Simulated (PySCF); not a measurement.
## From computed data to an observable: entropy of an ideal gas

Mo(NH)2(Cl)2 (Cl2H2MoN2), SMILES [NH]=[Mo](=[NH])([Cl])[Cl], multiplicity 1.

Coordinates come from a PBE0-D3(BJ)/def2-SVP optimisation. The multiplicity is an assumed one; no other spin state was optimised. The structure was generated by enumeration; whether it is a known compound was not checked. The def2 effective core potentials stand for the cores of Mo; spin–orbit coupling is left out.

PBE0-D3(BJ)/def2-SVP (PySCF 2.14.0) gives the harmonic wavenumbers 108, 174, 209, 216, 306, 381, 399, 422, 637, 653, 751, 1020, 1058, 3618, 3622 cm⁻¹ and the rotational temperatures 0.1327, 0.0736, 0.0621 K. The molar mass is 196.88 g/mol, the symmetry number 2, the spin multiplicity 1.

Work out the entropy at 298.15 K and 1 atm in the rigid-rotor, harmonic-oscillator model.


Translation (Sackur–Tetrode at 1 atm): S = R[1.5 ln M + 2.5 ln T − 1.16487] = 174.6 J/(mol K).
Rotation: q = (√π/σ) T^1.5/√(θA θB θC) = 185000, S = R[ln q + 3/2] = 113.3 J/(mol K).
Vibration: with u = 1.4388 ν/T, each mode gives R[u/(e^u − 1) − ln(1 − e^−u)]:
| ν (cm⁻¹) | modes | u | S (J/(mol K)) |
|---|---|---|---|
| 108 | 1 | 0.52 | 13.83 |
| 174 | 1 | 0.84 | 10.01 |
| 209 | 1 | 1.01 | 8.59 |
| 216 | 1 | 1.04 | 8.34 |
| 306 | 1 | 1.48 | 5.79 |
| 381 | 1 | 1.84 | 4.33 |
| 399 | 1 | 1.93 | 4.04 |
| 422 | 1 | 2.04 | 3.70 |
| 637 | 1 | 3.07 | 1.63 |
| 653 | 1 | 3.15 | 1.54 |
| 751 | 1 | 3.62 | 1.05 |
| 1020 | 1 | 4.92 | 0.36 |
| 1058 | 1 | 5.11 | 0.31 |
The stiffer modes add less than 0.005 each. Sum 63.5 J/(mol K).
Spin: R ln 1 = 0.0 J/(mol K).
Total 351.5 J/(mol K); the program's own thermochemistry gives 351.4. Translation makes up 50 % and vibration 18 %. Anharmonicity, hindered rotation and orbital degeneracy are left out.
